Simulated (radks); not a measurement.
The germanium anion Ge4-, [Kr], held by a Watson sphere: a shell of charge +4 at radius R that stands for the Madelung well of a crystal (potential energy -4/R inside, -4/r outside, in hartree with lengths in bohr). Method: scalar-relativistic Kohn-Sham, PBEsol, spin-unpolarised, spherical densities, point nucleus; computed with a radial shooting solver on a logarithmic mesh with Libxc functionals. Response by self-consistent Sternheimer equations with the Hartree and adiabatic LDA kernel, the relativistic mass of each level held fixed and spin-orbit coupling left out. The sphere does not respond.

R (bohr),e(3d) (eV),e(4s) (eV),e(4p) (eV),<r> 4p (bohr),sum of <r^2> (bohr^2),X-ray form factor at sin(theta)/lambda = 0.1 1/angstrom,alpha (bohr^3)
2.17,-29.796,-15.889,-7.611,2.511,64.83,32.063,37.03
2.81,-27.479,-13.353,-6.365,2.860,79.57,31.451,60.91
3.38,-26.770,-11.745,-5.382,3.181,94.51,30.941,95.18
3.79,-26.549,-10.902,-4.786,3.417,106.2,30.612,130.2
3.82,-26.538,-10.850,-4.746,3.435,107.1,30.589,133.1
3.88,-26.517,-10.747,-4.668,3.470,108.9,30.545,139.2
3.91,-26.507,-10.698,-4.630,3.487,109.9,30.523,142.4
4.84,-26.359,-9.623,-3.666,4.038,140.6,29.943,274.2
